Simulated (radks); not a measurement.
Results of a calculation; reference values are marked as such.
Species: Sn0.2+. Configuration: [Kr] 4d10 5s1.8 5p2 (fractional occupations, a model configuration). Code: a radial shooting solver on a logarithmic mesh with Libxc functionals. Model: Dirac Kohn-Sham, PBE, spin-unpolarised, spherical densities, finite nucleus; open shells are shared between the two j in proportion to 2j + 1; Fermi nuclear charge, rms radius 4.6519 fm.

Normalised radial functions P(r) = r R(r) (large component), r in bohr:

r,4d3/2,5p3/2
0.003803,0.0001,0.0022
0.004392,0.0002,0.0029
0.005112,0.0003,0.0038
0.005904,0.0004,0.0049
0.006819,0.0005,0.0064
0.007938,0.0008,0.0084
0.009168,0.0012,0.0108
0.01067,0.0018,0.0140
0.01233,0.0026,0.0178
0.01423,0.0038,0.0224
0.01657,0.0056,0.0285
0.01914,0.0082,0.0354
0.02228,0.0121,0.0440
0.02573,0.0174,0.0534
0.02972,0.0248,0.0639
0.03459,0.0359,0.0757
0.03995,0.0503,0.0869
0.04651,0.0709,0.0977
0.05371,0.0969,0.1057
0.06253,0.1326,0.1096
0.07222,0.1752,0.1071
0.0834,0.2267,0.0964
0.09709,0.2900,0.0745
0.1121,0.3560,0.0429
0.1305,0.4267,-0.0008
0.1508,0.4870,-0.0487
0.1741,0.5307,-0.0969
0.2027,0.5456,-0.1393
0.2341,0.5172,-0.1618
0.2725,0.4307,-0.1573
0.3147,0.2899,-0.1211
0.3664,0.0827,-0.0504
0.4231,-0.1552,0.0385
0.4887,-0.4106,0.1326
0.5689,-0.6669,0.2156
0.657,-0.8653,0.2581
0.7649,-0.9988,0.2486
0.8833,-1.0396,0.1837
1.02,-1.0001,0.0718
1.188,-0.8897,-0.0794
1.372,-0.7447,-0.2329
1.597,-0.5764,-0.3836
1.844,-0.4238,-0.4989
2.13,-0.2918,-0.5766
2.479,-0.1823,-0.6116
2.863,-0.1077,-0.5997
3.333,-0.0560,-0.5455
3.849,-0.0271,-0.4654
4.481,-0.0111,-0.3656
5.175,-0.0041,-0.2709
5.977,-0.0013,-0.1862
6.958,-0.0003,-0.1141
8.036,-0.0001,-0.0648
9.355,0.0000,-0.0314
10.8,0.0000,-0.0139

4d3/2: eigenvalue -28.202 eV, 1 radial node at r = 0.386 bohr, <r> = 1.09 bohr, 90 % of the charge inside 1.70 bohr. 5p3/2: eigenvalue -4.894 eV, 3 radial nodes at r = 0.130, 0.399, 1.10 bohr, <r> = 3.19 bohr, 90 % of the charge inside 4.88 bohr.
